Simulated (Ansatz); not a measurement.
`C[SiH2][SiH2]N` + `O[Si](O)(F)S` → `C[SiH2][SiH2]S` + `N[Si](O)(O)F`  (redistribution)

Gas-phase electronic energies from Ansatz, PBE0-D4/def2-TZVP geometries. CBS: MP2 limit from def2 TZ/QZ plus the TZ coupled-cluster correction, frozen cores. DFT in def2-TZVPP. HSE06 is defined as in plane-wave codes. One conformer a species, not always the lowest.

```json
{"level": "PBE-QIDH", "ΔE (kJ/mol)": "-37.5"}
{"level": "HSE06", "ΔE (kJ/mol)": "-35.9"}
{"level": "RPA@PBE/def2-TZVPP", "ΔE (kJ/mol)": "-35.5"}
{"level": "CCSD/def2-SVP", "ΔE (kJ/mol)": "-37.7"}
```

**Question.** What does CCSD(T)/CBS give? (An estimate is asked.)

**Answer.** Ansatz gave: -37.4 kJ/mol. The listed levels differ from it by -0.1, 1.5, 1.9, -0.3 kJ/mol.

**Question.** What do rigid-rotor, harmonic-oscillator terms from PBE0-D4/def2-TZVP frequencies (298.15 K, 1 bar) make of the CCSD(T)/CBS value? (An estimate is asked.)

**Answer.** Computed: ΔZPE = +2.5 kJ/mol, ΔH = -36.2 kJ/mol, ΔS = -14 J/(mol·K), ΔG = -32.0 kJ/mol. Modes under 50 cm⁻¹ make the entropy rough.

Largest T1 diagnostic among the species: 0.012.

From BLYP to BHLYP (50 % exact exchange), in def2-TZVPP and without D4, ΔE moves by −4.9 kJ/mol. Leaving LDA and LC-ωPBE aside and taking each functional with its dispersion term where it has one, the values, not all of them listed here, spread over 5.6 kJ/mol, from r2SCAN0-D4 to BLYP-D4.

CCSD(T)/CBS has its own doubt, a few kJ/mol and more with outer-core shells, so smaller differences from it don't rank the levels.
